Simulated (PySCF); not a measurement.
Highest orbital energy against ionisation energy along the third row

Calculated with PySCF 2.14, no spin-orbit coupling. Each cell gives −ε(HOMO) / ΔSCF in eV; NIST values include spin-orbit coupling, (s) semi-empirical, (t) theoretical.

| species | UHF | LDA | PBE | PBE0 | r2SCAN | NIST (lowest levels) |
| --- | --- | --- | --- | --- | --- | --- |
| Mg⁺ (aug-cc-pCVDZ, non-relativistic) | 14.726 / 14.716 | 12.001 / 15.289 | 11.933 / 15.288 | 12.726 / 15.197 | 12.063 / 14.998 | 15.035 |
| Al⁺ (aug-cc-pwCVDZ, non-relativistic) | 17.753 / 17.540 | 14.913 / 18.913 | 14.808 / 18.788 | 15.752 / 18.682 | 14.939 / 18.396 | 18.829 |
| Si⁺ (aug-cc-pwCVDZ, non-relativistic) | 16.179 / 15.821 | 12.083 / 16.367 | 12.196 / 16.409 | 13.330 / 16.427 | 12.555 / 16.500 | 16.346 |
| P⁺ (aug-cc-pwCVDZ, non-relativistic) | 19.720 / 19.168 | 14.936 / 19.829 | 14.991 / 19.787 | 16.333 / 19.820 | 15.424 / 19.936 | 19.769 (s) |
| S⁺ (aug-cc-pwCVDZ, non-relativistic) | 23.466 / 22.726 | 17.921 / 23.413 | 17.933 / 23.316 | 19.498 / 23.379 | 18.487 / 23.520 | 23.338 |
| Cl⁺ (aug-cc-pwCVDZ, non-relativistic) | 23.532 / 22.531 | 18.314 / 23.960 | 18.316 / 23.816 | 19.885 / 23.801 | 18.658 / 23.752 | 23.814 |
| Ar⁺ (aug-cc-pwCVDZ, non-relativistic) | 27.591 / 26.391 | 21.597 / 27.853 | 21.539 / 27.620 | 23.326 / 27.628 | 21.986 / 27.695 | 27.630 |

Q: How far is −ε(HOMO) from ΔSCF on average for each method, and why?

A: UHF 0.58 eV; LDA -4.84 eV; PBE -4.76 eV; PBE0 -3.44 eV; r2SCAN -4.38 eV. Hartree-Fock orbital energies lack relaxation and so exceed the ΔSCF value; semilocal functionals have convex E(N) from self-interaction, so their HOMO lies far too high; exact exchange moves hybrids part of the way back.
